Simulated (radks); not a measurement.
Spherical quantum dot in the effective-mass picture: electrons in a hard-walled sphere of radius 1.98, with a point charge +1 (a donor) at the centre, all in effective atomic units (hartree* = m*/eps^2 hartree, bohr* = eps/m* bohr), one dielectric constant everywhere. Calculated with a radial shooting solver with Libxc functionals: non-relativistic Kohn-Sham, exchange-only LDA, spin-polarised, spherical densities. Levels are named by radial order and angular momentum (1s, 1p, 1d, 2s, ...), and open shells are averaged over m. Results are scaled to m* = 0.062 and eps = 16.7, for which hartree* = 6.049 meV and bohr* = 14.25 nm.

N = 28, configuration 1s2 1p6 1d10 2s2 1f(up 7, down 1). This is the lowest configuration that the search found. Occupied and some empty levels:

level,occupation,eigenvalue (meV),<r> (nm)
1s up,1,116.44,17.52
1s down,1,117.24,17.37
1p up,3,121.41,18.98
1p down,3,122.32,18.92
1d up,5,129.05,19.86
1d down,5,130.01,19.83
2s up,1,138.46,12.21
2s down,1,138.82,12.28
1f up,7,139.14,20.53
1f down,1,140.13,20.51
1g up,0,151.51,21.06
1g down,0,152.52,21.06
2p up,0,154.82,14.63
2p down,0,155.30,14.63
2d up,0,171.75,16.04
2d down,0,172.32,16.02

Energy (meV): total 2096.84, kinetic 772.49, external -142.03, Hartree 1599.0, exchange-correlation -132.57.
